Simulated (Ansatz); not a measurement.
`O[SiH2]/N=C/F` + H₂ → `F/C=N/[SiH3]` + H₂O at 298.15 K and 1 bar (hydrogenolysis of the Si–O bond).

Computed with Ansatz on PBE0-D4/def2-TZVP structures; ΔE is electronic, products minus reactants. CCSD(T)/CBS adds triple-zeta CCSD(T) − MP2 to the extrapolated MP2 energy (def2 sets, frozen cores). This one scheme is used for every species. Double bonds are as drawn, so ΔE can hold a change between cis and trans. Each species was taken in one conformer, which may not be the lowest.

| species | CCSD(T)/CBS energy (Eh) | H − E (kJ/mol) | S (J/(mol·K)) |
| --- | --- | --- | --- |
| `O[SiH2]/N=C/F` | -559.25505 | 164.7 | 335.8 |
| H₂ | -1.17544 | 35.1 | 130.4 |
| `F/C=N/[SiH3]` | -484.01982 | 143.9 | 304.9 |
| H₂O | -76.37941 | 66.4 | 188.7 |

H − E and S are ideal-gas, rigid-rotor, harmonic terms from PBE0-D4/def2-TZVP, for one conformer and one mirror image of each species. The MP2-based limit puts H₂ 0.8 mEh under its directly extrapolated value; such offsets cancel only in part. 1 Eh = 2625.50 kJ/mol, R = 8.31446 J/(mol·K).

Question: By hand: ΔE, ΔH, ΔS and ΔG.

Answer: ΔE = (-484.01982) + (-76.37941) − (-559.25505) − (-1.17544) = 0.03126 Eh = 82.1 kJ/mol. Δ(H − E) = 143.9 + 66.4 − 164.7 − 35.1 = 10.5, so ΔH = 92.6 kJ/mol. ΔS = 304.9 + 188.7 − 335.8 − 130.4 = 27.4 J/(mol·K). ΔG = 92.6 − 298.15 × (27.4)/1000 = 84.4 kJ/mol.

Question: By hand: the equilibrium constant, and the temperature at which ΔG would vanish if ΔH and ΔS stayed fixed.

Answer: log₁₀ K = −ΔG/(RT ln 10) = -14.8. ΔG = 0 at ΔH/ΔS = 3380 K, far beyond where these terms or the molecules hold.

ΔH outweighs TΔS. A doubt of 5 kJ/mol in ΔE shifts log₁₀ K by 0.9 here. Other conformers and mirror images would add mixing entropy, several J/(mol·K) or more a flexible species. These are equilibria of isolated gas molecules and say nothing of rates. Largest T1 diagnostic: 0.014 (customary marks: 0.02 for closed shells, 0.045 for open ones).
